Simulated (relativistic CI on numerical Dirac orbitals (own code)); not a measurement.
V²⁺ in a cubic cluster: 3p photoemission with charge transfer

Computed with a charge-transfer multiplet model of a cubic metal-ligand cluster with up to one ligand hole, Slater and spin-orbit integrals from Dirac-Coulomb-Breit ions, Slater integrals scaled by 0.7. The ground state mixes d3 with configurations of k ligand holes L, whose averages lie at kΔ + k(k − 1)U_dd/2; a core hole lowers each added d electron by U_cd. 20 K, Lorentzian 0.9 eV and Gaussian 0.8 eV FWHM.

Atomic integrals in eV (Slater integrals scaled, ζ unscaled), ground: F2dd 6.242, F4dd 3.880, zeta_d 0.019; with the core hole: F2dd 7.116, F4dd 4.461, zeta_d 0.024, zeta_core 0.548, F2cd 7.718, G1cd 9.604, G3cd 5.842.

Cluster parameters (eV): Δ = 6.2, U_dd = 5, U_cd = 6.3, 10Dq(ligand) = 0.4, V(eg) = 1.5, V(t2g) = -0.63, final-state hopping factor = 0.8.

| Case | n_d | d3 | d4L | S |
| --- | --- | --- | --- | --- |
| 10Dq = -0.2 eV | 3.16 | 0.84 | 0.16 | 1.50 |
| 10Dq = 0.7 eV | 3.15 | 0.85 | 0.15 | 1.50 |
| 10Dq = 1.6 eV | 3.14 | 0.86 | 0.14 | 1.50 |

Weights, n_d and S are thermal averages at 20 K. Binding energies count from the first peak over 30 % of the highest in each spectrum, which can be another peak from case to case. The parameters are a model scan and need not match a compound or its usual spin state. A negative ionic 10Dq is a model choice; hopping adds the covalent part of the field. Peaks in eV (height, largest 100):
- 10Dq = -0.2 eV: 0.0 (71), 2.0 (100), 4.0 (54), 6.7 (42), 12.5 (10), 15.0 (23), 18.8 (8), 21.1 (5)
- 10Dq = 0.7 eV: 0.0 (99), 1.9 (100), 12.9 (10), 15.3 (24), 19.2 (7)
- 10Dq = 1.6 eV: 0.0 (100), 1.9 (78), 4.2 (37), 5.6 (34), 12.1 (10), 15.8 (18)

For the case 10Dq = 0.7 eV, Δ = 6.2 eV is larger than U_dd = 5 eV, the Mott-Hubbard side of the Zaanen-Sawatzky-Allen scheme. With the core hole the average of the configuration with one ligand hole lies at Δ − U_cd = -0.1 eV before mixing: the effective hopping of about 2.5 eV (from the holes of the mixed ground state) is comparable with this gap or larger, so the configurations mix strongly.

With at most 1 ligand hole the space is cut while the next configuration still counts, so covalency is underestimated, and a final configuration with one more ligand hole, which can lie low, is missing from the spectra.
